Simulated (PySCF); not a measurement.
## Static response to an electric field

Compound: C4H9FOSi.
Cartesian coordinates in Å at the GFN2-xTB level; atoms count from 1:
```xyz
16
C4H9FOSi angstrom
C     -2.1880   -0.5830   -1.1428
C     -1.3191   -0.3408   -0.1716
C     -1.6472   -0.3969    1.2856
O     -0.0388   -0.0171   -0.4925
Si     1.2873    0.3383    0.3660
C      2.5486    0.6384   -1.0327
F      3.7770    0.9625   -0.4900
H     -3.2073   -0.8399   -0.9277
H     -1.8979   -0.5289   -2.1762
H     -1.4520    0.5709    1.7441
H     -1.0134   -1.1327    1.7774
H     -2.6888   -0.6622    1.4343
H      1.1231    1.5495    1.1737
H      1.7211   -0.7763    1.2120
H      2.7139   -0.2442   -1.6553
H      2.2738    1.4713   -1.6842
```

Level: CAM-B3LYP/def2-SVPD (PySCF), static field, nuclei fixed, core orbitals frozen in the response. The polarisability tensor in these axes (au):

```
x   92.13  7.64  5.04
y    7.64 64.78  1.65
z    5.04  1.65 81.47
```

Problem. What are the eigenvalues, a third of the trace, and Δα (Δα² = ½Σ(αi − αj)² over the three pairs)?

Solution. Principal values 62.78, 79.55 and 96.04 au; mean 79.46 au = 11.77 Å³ = 13.10 × 10⁻⁴⁰ C²·m²/J; Δα = 28.81 au (36 % of the mean).

Problem. What is the dipole moment, and where does it point?

Solution. (-1.82, -0.45, 0.61) D, 1.98 D in size, pointing from the negative to the positive side. Measured along this direction, the outermost atoms are F7 at the negative end and H12 at the positive end.

Problem. What depolarisation ratio follows for Rayleigh scattering of linearly polarised light, taking the static tensor?

Solution. ρ = 3Δα²/(45ᾱ² + 4Δα²) = 2489.2/(284105 + 3319.0) = 0.00866.

Problem. Find the Langevin capture rate constant for H3O+ (19.018 u) meeting this molecule (120.041 u), k = 2.342 × 10⁻⁹ cm³/s × √(α in Å³ / reduced mass in u).

Solution. The reduced mass is 16.42 u, so k = 1.98 × 10⁻⁹ cm³/s. The formula leaves out the permanent dipole, which adds to the capture rate.

Problem. In TDDFT the mean static polarisability is Σ f/ω² over all singlet excitations (ω in hartree). How much of it do the 8 lowest give? Their energies (eV) and oscillator strengths: 6.21, 0.0089; 6.95, 0.4581; 6.97, 0.0192; 7.28, 0.0010; 7.39, 0.0224; 7.42, 0.0017; 7.91, 0.0000; 8.16, 0.0238.

Solution. They add up to 8.10 au, 10.2 % of the 79.46 au; the largest single term is 7.03 au, from the state at 6.95 eV. Terms in order: 0.17, 7.03, 0.29, 0.01, 0.30, 0.02, 0.00, 0.26 au. Higher excitations give the rest. The strengths listed sum to 0.535.

Isolated species at its GFN2-xTB geometry (one conformer only).
